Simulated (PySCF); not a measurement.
# Manganese: a sound run and one with changed settings

Sound run: Mn⁺ [Ar] 3d5 4s1, Mn²⁺ [Ar] 3d5. All numbers are calculated (PySCF 2.14, the spin-free X2C one-electron Hamiltonian (Gaussian nucleus), in cc-pVDZ-DK). In the sound run the correlated levels freeze [Ar]. The sound run starts from symmetry-adapted Hartree-Fock orbitals and uses a fine grid where one is needed.

Changed run: the non-relativistic Hamiltonian (point nucleus). This setting is unsound on purpose.

| species | method | sound run (hartree) | changed run (hartree) | converged |
| --- | --- | --- | --- | --- |
| Mn⁺ | UHF | -1157.16068 | -1146.25457 | yes |
| Mn⁺ | M06-L | -1158.20802 | -1147.30126 | yes |
| Mn⁺ | BP86 | -1158.43831 | -1147.53400 | yes |
| Mn⁺ | MP2 | -1157.22907 | -1146.32224 | yes |
| Mn²⁺ | UHF | -1156.61365 | -1145.71513 | yes |
| Mn²⁺ | M06-L | -1157.64225 | -1146.74503 | yes |
| Mn²⁺ | BP86 | -1157.83938 | -1146.94456 | yes |
| Mn²⁺ | MP2 | -1156.66770 | -1145.76883 | yes |

Ionisation energy of Mn⁺:

```tsv
method	sound run (eV)	changed run (eV)
UHF	14.885	14.679
M06-L	15.396	15.136
BP86	16.298	16.040
MP2	15.276	15.059
SCS-MP2	15.016	14.806
```

Most of the change in total energy is the relativistic energy itself. On top of that the contraction fixes the core shape for the Hamiltonian it was made with, so the changed run is not a good calculation with the other Hamiltonian either.

For comparison, NIST gives 15.640 eV between the lowest levels.
